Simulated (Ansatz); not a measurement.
Born–Oppenheimer molecular dynamics of CH7NO2Si2 (13 atoms, charge 0, multiplicity 1). It goes on from the last frame of an earlier run, with new velocities.

These are results of Ansatz, UKS PBE/STO-3G, not measurements.

| Quantity | Value |
| --- | --- |
| ensemble | NVE (velocity Verlet) |
| time step | 0.5 fs |
| steps asked | 118 |
| starting velocities drawn for | 300 K |
| seed | 857440 |

First frame:

```xyz
13
Properties=species:S:1:pos:R:3
O -2.080 1.331 1.922
Si -1.258 0.023 1.277
N 0.549 0.432 1.047
C 0.255 0.147 -0.482
Si 1.339 -0.848 -1.681
O -1.144 -0.473 -0.407
H -1.615 2.131 1.577
H -1.799 -0.916 2.210
H 1.127 -0.459 1.337
H 0.044 1.223 -0.954
H 0.515 -1.088 -2.864
H 1.856 -2.163 -1.182
H 2.425 0.013 -2.055
```

Q: How far do the bonds stretch over the last three quarters of this one trajectory? (Pairs bonded in most of those frames.)

A: 
```tsv
bond	mean (Å)	spread (Å)	shortest	longest
O1–Si2	1.720	0.023	1.69	1.76
O1–H7	1.037	0.034	0.99	1.09
Si2–N3	1.861	0.024	1.81	1.88
Si2–O6	1.773	0.032	1.73	1.82
Si2–H8	1.471	0.027	1.43	1.51
N3–C4	1.572	0.028	1.52	1.60
N3–H9	1.078	0.018	1.05	1.11
C4–Si5	1.952	0.028	1.89	1.99
C4–O6	1.513	0.029	1.48	1.56
C4–H10	1.132	0.035	1.07	1.20
Si5–H11	1.455	0.015	1.43	1.48
Si5–H12	1.457	0.059	1.38	1.55
Si5–H13	1.456	0.017	1.43	1.49
```

Pairs bonded in part of these frames only: Si2–C4 32 %.

Mean temperature of the second half: 338 K. The conserved energy stayed within 0.23 meV per atom of its start (net change -0.041 meV per atom), so the integration is sound. A run of 0.059 ps of so small a system gives no equilibrium averages. Limits of this set-up: minimal basis.

The run took 8.7 min on 1 thread of Arm Neoverse V2, on a shared host, peak memory 0.13 GiB.
